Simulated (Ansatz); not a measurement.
CH$_{2}$FNSi (`FC1=N[SiH2]1`). Total charge 0; spin multiplicity 1.

```xyz
6

F     0.451   -0.310    2.235
C     0.306   -0.021    0.962
N     0.925    0.833    0.271
Si   -0.302   -0.065   -0.695
H    -1.540    0.632   -1.097
H     0.160   -1.068   -1.676
```

Task: Give the diagnostics of a CCSD(T)/def2-TZVPP run (frozen core, Ansatz 0.2.0). (Estimate.)

Result: The calculation gave: T1 = 0.0156, largest single amplitude 0.033, largest double 0.061, (T) share of the correlation energy 4.2 %, 10 CCSD cycles. The RHF solution is stable towards an unrestricted one. T1 lies under the customary mark of 0.02 for closed shells.
